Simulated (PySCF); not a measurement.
# Shifts of the heteroatoms

Geometry (Å), atoms numbered from 1 in this order:
```xyz
20

C     2.7454    0.2555    0.3871
C     1.6829   -0.4484   -0.4500
C     0.3213    0.2243   -0.3365
C    -0.7769   -0.4338   -1.2054
Si   -1.9812   -0.4775    0.2854
N    -3.2447    0.6801    0.4691
C    -0.3384    0.1025    1.0566
H     2.4570    0.2696    1.4358
H     2.8715    1.2842    0.0544
H     3.7038   -0.2526    0.3006
H     1.5934   -1.4892   -0.1273
H     1.9948   -0.4512   -1.4985
H     0.4291    1.2785   -0.6066
H    -0.4655   -1.4134   -1.5645
H    -1.0474    0.1542   -2.0808
H    -2.5664   -1.7674    0.6430
H    -3.0366    1.6563    0.3315
H    -4.1618    0.4687    0.1130
H     0.1488   -0.6568    1.6647
H    -0.3343    1.0273    1.6284
```

Computational details: geometry from GFN2-xTB, NMR shieldings at PBE0/pcSseg-1/GIAO, in PySCF (isolated molecule, averaged over atoms made equivalent by symmetry, fast rotation or ring inversion, one conformer, no relativistic terms).

(1) Predict the 29Si NMR data.

(2) Where does 15N resonate?

## Answers

(1) 
| atoms | environment | σ (ppm) | δ (ppm) |
| --- | --- | --- | --- |
| Si5 | silicon bonded to 2 C, N, H, in a 4-membered ring | 362.1 | -17.7 |

Shieldings were converted by a linear fit to measured shifts: 29Si (scatter 8.9 ppm rms, 25.8 ppm with the 6 outliers that the fit left out vs TMS, solution or neat liquid). A few per cent of atoms miss by over 2 rms, more outside the fitted compound classes.

On a 300 MHz spectrometer 29Si resonates near 59.6 MHz, so 1 ppm is 59.6 Hz.

(2) 
| atoms | environment | σ (ppm) | δ (ppm) |
| --- | --- | --- | --- |
| N6 | nitrogen bonded to Si, 2 H | 246.4 | -375.1 |

Shieldings were converted by a linear fit to measured shifts: 15N: δ = -148.07 − 0.921σ (rms 6.3 ppm, 71 shifts vs CH3NO2, solution or neat liquid). A few per cent of atoms miss by over 2 rms, more outside the fitted compound classes.

On a 300 MHz spectrometer 15N resonates near 30.4 MHz, so 1 ppm is 30.4 Hz.
